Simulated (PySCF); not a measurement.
F₄Ti, multiplicity 1. Atoms are numbered in the order given.

```xyz
5

Ti     0.0000     0.0000     0.0000
F     -1.0015     1.0015    -1.0015
F      1.0015     1.0015     1.0015
F      1.0015    -1.0015    -1.0015
F     -1.0015    -1.0015     1.0015
```
Charge 0, spin multiplicity 1.

The structure is a stationary point at B3LYP-D3(BJ)/def2-SVP. The spin state was assumed, not searched. The isomer is the one that the SMILES or the coordinates give; other isomers of the formula were not compared.

All values below come from HF/pcSseg-1 (PySCF).

GIAO shieldings, no solvent; atoms alike by connectivity are averaged. δ = σ(ref) − σ: ¹⁹F against CFCl3 (σ = 238.5 ppm), references at their B3LYP-D3(BJ)/def2-TZVP geometries, non-relativistic.

```json
[
 {"nucleus": "¹⁹F", "atoms": "F2, F3, F4, F5", "count": "4", "δ (ppm)": "267.2"}
]
```
